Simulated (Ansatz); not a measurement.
Computed with Ansatz on PBE0-D4/def2-TZVP structures; ΔE is electronic, products minus reactants. CCSD(T)/CBS is the MP2 limit (def2-TZVPP, def2-QZVPP) plus CCSD(T) − MP2 in def2-TZVPP, frozen cores. This one scheme is used for every species, atoms too. DFT in def2-TZVPP. Open shells (•) are unrestricted, without spin–orbit coupling. Spin–orbit coupling would lower the free atoms: a little for B, Cl, F, O, Si. One conformer a species, not always the lowest.

`O[SiH2]B(F)Cl` → B• + Cl• + F• + 3 H• + O• + Si•  (atomization)

`O[SiH2]B(F)Cl`:

```xyz
8

O     0.028    1.208   -1.334
Si   -0.756    0.325   -0.185
B     0.538   -0.950    0.727
F     0.158   -1.902    1.550
Cl    2.271   -0.781    0.449
H     0.972    1.326   -1.219
H    -1.358    1.194    0.866
H    -1.852   -0.420   -0.854
```

```json
{"level": "r2SCAN", "ΔE (kcal/mol)": "707.6"}
{"level": "r2SCANh", "ΔE (kcal/mol)": "701.5"}
{"level": "HF/def2-TZVPP", "ΔE (kcal/mol)": "521.8"}
{"level": "MP2/def2-QZVPP", "ΔE (kcal/mol)": "717.7"}
```

Question: What does CCSD(T)/CBS give? (An estimate is asked.)

Answer: Ansatz gave: +703.9 kcal/mol. The listed levels differ from it by 3.7, -2.4, -182.1, 13.8 kcal/mol.

Largest T1 diagnostic among the species: 0.014.

From BLYP to BHLYP (50 % exact exchange), in def2-TZVPP and without D4, ΔE moves by −18.1 kcal/mol: exact exchange takes away binding that semilocal exchange gives to molecules. Leaving LDA and LC-ωPBE aside and taking each functional with its dispersion term where it has one, the values, not all of them listed here, spread over 36.5 kcal/mol, from BHLYP-D4 to PBE-D4. LDA lies +97.0 kcal/mol from PBE without D4, its usual overbinding.

For atomizations the MP2-based limit and the directly extrapolated one differ by several kJ/mol either way, and by 10 to 25 for some Ge, Se and Sn compounds, so smaller differences from it don't rank the levels.
